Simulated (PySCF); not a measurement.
Work out the structure from these simulated measurements.

Formula: C5H13OPSi.

- UV, strongest line: among the 10 lowest singlet transitions: S4 at 7.39 eV (168 nm, f = 0.113) [TDDFT wB97X-D/def2-SVPD]
- Valence photoelectron: vertical ionisation energy: 8.56 eV [ΔSCF wB97X-D/def2-SVPD]
- NMR, other nuclei: isotropic shieldings of nuclei other than C and H, by class: 283 (1 O), 427 (1 Si), 385 (1 P) ppm [GIAO B97-2/pcSseg-1]
- Dipole: 0.89 D [wB97X-D/def2-SVPD]
- 13C NMR: chemical shifts (computed TMS as zero) by class: 67.4 (2 C), 32.4 (2 C), 11.5 (1 C) ppm [GIAO B97-2/pcSseg-1]
- Rotational structure: rotational constants A, B, C: 3.263, 0.759, 0.665 GHz [PBE0-D3(BJ)/def2-SVP]
- Polarisability: 115.7 au [wB97X-D/def2-SVPD]

Gas-phase values; electronic properties from PySCF, density fitting. Levels stand in brackets. Isolated species at its PBE0-D3(BJ)/def2-SVP geometry (one conformer only). NMR classes are plain means over equivalent atoms (diastereotopic ones count apart unless rotation or inversion swaps them), as if these changed places fast.

Task: Propose a structure and show how it fits.

Result: Numbering: `[SiH3:1][CH2:2][P:3]1[CH2:4][CH2:5][O:6][CH2:7][CH2:8]1`. 5 carbons fall into 3 classes; from least to most shielded: ring sp3 carbon bound to oxygen [C5/C7] (67.4 ppm, 2 C), ring sp3 carbon bound to phosphorus [C4/C8] (32.4 ppm, 2 C, up to 3.2 ppm apart in this geometry), chain sp3 carbon bound to silicon [C2] (11.5 ppm). The other shieldings belong to: 283 ppm, cyclic ether oxygen [O6]; 427 ppm, SiH3 silicon [Si1]; 385 ppm, phosphine phosphorus [P3]. The first electron is taken from the HOMO, whose largest Löwdin shares are 0.58 on the phosphine phosphorus, 0.11 on an sp3 carbon bound to phosphorus, 0.10 on an sp3 carbon bound to phosphorus and 0.09 on the sp3 carbon bound to silicon. The optimised geometry has point group C1 and is an asymmetric top. Structure: `[SiH3]CP1CCOCC1`. The assignments are read from this structure; whether some other isomer fits the data as well wasn't checked.
